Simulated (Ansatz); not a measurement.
Relaxation of ClH5MgOSi (9 atoms, charge 0, multiplicity 1), to a largest force component of 0.03 eV/Å in at most 50 steps.

Method: RKS r2SCAN/def2-SVP (Ansatz).

```xyz
9
Properties=species:S:1:pos:R:3
Mg -0.642 -1.480 -1.479
Si 0.464 0.760 1.407
Cl -1.414 -3.353 -0.624
H 0.252 0.363 0.023
O 0.140 0.182 -2.247
H 1.282 -0.268 2.115
H 1.173 2.072 1.425
H -0.853 0.894 2.098
H -0.402 0.830 -2.718
```

Question: Where does it end, and by what steps?

Answer: It converged. After 18 steps the energy has fallen by 0.552 eV; Cl3 moved furthest, 1.29 Å.

| step | energy less start (eV) | largest force component (eV/Å) | accepted |
| --- | --- | --- | --- |
| 0 | 0.0000 | 2.060 | yes |
| 1 | -0.2615 | 1.071 | yes |
| 2 | -0.3585 | 0.982 | yes |
| 3 | -0.4197 | 0.622 | yes |
| 4 | -0.4202 | 1.551 | yes |
| 5 | -0.4005 | 2.343 | no |
| 6 | -0.4822 | 0.121 | yes |
| 7 | -0.4998 | 0.092 | yes |
| 8 | -0.5038 | 0.103 | yes |
| 9 | -0.4601 | 1.995 | no |
| 10 | -0.5124 | 0.069 | yes |
| 11 | -0.5209 | 0.078 | yes |
| 12 | -0.5306 | 0.177 | yes |
| 13 | -0.5370 | 0.322 | yes |
| 14 | -0.5420 | 0.219 | yes |
| 15 | -0.5487 | 0.228 | yes |
| 16 | -0.5514 | 0.057 | yes |
| 17 | -0.5519 | 0.030 | yes |
| 18 | -0.5521 | 0.011 | yes |

```xyz
9
Properties=species:S:1:pos:R:3
Mg -0.513 -0.884 -1.292
Si 0.456 0.514 1.510
Cl -0.947 -2.475 0.196
H 0.691 0.306 0.033
O -0.385 0.198 -2.687
H 1.062 -0.618 2.253
H 1.125 1.806 1.831
H -1.011 0.619 1.732
H -0.478 0.533 -3.575
```

Whether the end is a true minimum wasn't checked by a vibrational analysis.

Time of the run: 40 s on 2 threads of Intel(R) Xeon(R) Platinum 8488C (Sapphire Rapids), with other jobs on the host, peak memory 0.18 GiB.
